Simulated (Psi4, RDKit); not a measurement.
Torsional profile of CH₂F₄Si, SMILES F[SiH2]C(F)(F)F, singlet. Scanned: dihedral F1–Si2–C3–F4; all other coordinates were relaxed at B3LYP-D3(BJ)/def2-SVP. Heavy atoms are numbered in the order of the SMILES F[SiH2]C(F)(F)F, hydrogens after them in the order of the atoms that carry them; the mirror image has the same energies with the sign of each dihedral reversed.

Computed with: UFF // B3LYP-D3(BJ)/def2-SVP (RDKit); PBE/def2-TZVP // B3LYP-D3(BJ)/def2-SVP (Psi4); MMFF94 // B3LYP-D3(BJ)/def2-SVP (RDKit).

Energies in kcal/mol, each method relative to its own lowest point.

```
φ / °   UFF  PBE/def2-TZVP  MMFF94
-----  ----  -------------  ------
0      2.18           1.43    1.92
10     2.01           1.34    1.77
20     1.56           1.08    1.40
30     1.00           0.73    0.88
40     0.47           0.38    0.43
50     0.17           0.12    0.13
60     0.00           0.00    0.00
70     0.07              …    0.05
80     0.71           0.33       …
90        …           0.68    0.95
100    1.65           1.04    1.40
110       …              …    1.76
```

### Question
What belongs in the gaps?

### Answer

- 70, PBE/def2-TZVP: 0.11
- 80, MMFF94: 0.56
- 90, UFF: 1.17
- 110, UFF: 2.08
- 110, PBE/def2-TZVP: 1.32

MMFF94 has few fitted parameters for silicon.
